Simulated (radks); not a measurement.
Ionisation of neutral iridium, [Xe] 4f14 5d7 6s2, to [Xe] 4f14 5d7 6s1 as the strength of local exchange is varied. All-electron calculation, Dirac Kohn-Sham, Slater X-alpha exchange (alpha = 2/3 is LDA exchange), no correlation, spin-unpolarised, spherical densities, point nucleus; open shells fill j = l - 1/2 first. Program: a radial shooting solver on a logarithmic mesh with Libxc functionals.

alpha,E(Ir) (hartree),exchange (hartree),IE (eV),-e of the level emptied (eV),<r> of it (bohr)
0.571,-17792.6020,-282.3779,8.354,4.883 (6s1/2),3.009
0.667,-17840.1451,-330.7968,9.053,5.511 (6s1/2),2.940
0.721,-17866.9477,-358.1512,9.458,5.879 (6s1/2),2.903
0.795,-17903.7469,-395.7756,10.027,6.400 (6s1/2),2.853
0.817,-17914.7027,-406.9922,10.199,6.558 (6s1/2),2.839
0.847,-17929.6540,-422.3103,10.436,6.777 (6s1/2),2.820
0.905,-17958.5972,-451.9999,10.901,7.208 (6s1/2),2.783
0.934,-17973.0874,-466.8816,11.136,7.427 (6s1/2),2.765

NIST Atomic Spectra Database: 8.967 eV (measured). The Delta-SCF value meets it near alpha = 0.66. Spin polarisation and multiplet splitting are left out, so open shells lie too high by an amount that depends on their filling.

Beside tabulated values, note that spin-unpolarised runs miss the spin-polarisation part of the exchange energy of open shells.
